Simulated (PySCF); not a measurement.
Gas-phase reaction: (HBO2)3 = 3 BH + 3 O2

Computed with PySCF (xtb for GFN2) and rigid-rotor harmonic-oscillator thermochemistry at 1 bar. Table values come from the NASA 1993 polynomials. S°(298 K) at PBE0/def2-TZVP differs from the NASA 1993 table for (HBO2)3 (+10 J/mol/K); whether the harmonic model or the table's entry is off was not settled. † marks an energy on the PBE0/def2-TZVP geometry and frequencies; other levels use their own. Open shells (unrestricted): O2 (multiplicity 3); the rest are closed-shell singlets. GFN2 has no spin-polarisation term. B3LYP is the form with VWN-RPA correlation. The harmonic model lacks anharmonicity and excited electronic states, which grow with temperature; levels with a mode under 35 cm⁻¹ are left out. Internal rotation in (HBO2)3 is treated as a harmonic vibration of one conformer, which makes the entropy rough. The table's entry may be an old estimate for (HBO2)3, BH (not checked at source).

```
level               ΔH°(298 K), kJ  minus table  ΔG°(1600 K), kJ
------------------  --------------  -----------  ---------------
table                       3599.8            -           2358.7
B3LYP/def2-TZVP†            3466.5       -133.3           2234.1
BLYP/def2-TZVP†             3353.2       -246.6           2120.7
GFN2-xTB                    4217.4        617.6           3007.4
PBE/def2-SVP                3544.1        -55.7           2316.0
ωB97M-V/def2-TZVP†          3558.9        -40.9           2326.5
```
